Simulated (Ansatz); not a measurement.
GeH$_{6}$O$_{2}$Si, SMILES `O[SiH](O)[GeH3]` from Hartree–Fock to CCSD(T)

```xyz
10

O    -0.223   -1.665    1.194
Si    0.640   -0.727    0.154
O     1.863    0.106    0.871
Ge   -0.827    0.800   -0.954
H    -0.899   -1.256    1.735
H     1.306   -1.678   -0.759
H     1.661    0.918    1.336
H    -1.466    1.754    0.079
H    -1.975    0.075   -1.677
H    -0.082    1.672   -1.980
```

The species carries charge 0 and has multiplicity 1. Correlated methods include outer-core shells of Ge, which these sets cover unevenly. Scalar relativity is left out up to krypton. The geometry is a stationary point of PBE0-D4/def2-TZVP. It is one conformer, not always the lowest. Frozen core, restricted reference, the Gaussian-basis code of Ansatz.

| basis | HF (Eh) | MP2 corr. | CCSD corr. | (T) | CCSD(T) total |
| --- | --- | --- | --- | --- | --- |
| def2-SVP | -2517.12390 | ? | ? | -0.01747 | ? |
| def2-TZVPP | ? | -0.86982 | ? | -0.03119 | ? |
| def2-QZVPP | -2517.75819 | -1.18363 | – | – | – |

Fill in the withheld values. (Estimate.)

The calculation gave: def2-SVP MP2 corr.: -0.70760; def2-SVP CCSD corr.: -0.73987; def2-SVP CCSD(T) total: -2517.88124; def2-TZVPP HF (Eh): -2517.69890; def2-TZVPP CCSD corr.: -0.89877; def2-TZVPP CCSD(T) total: -2518.62886.
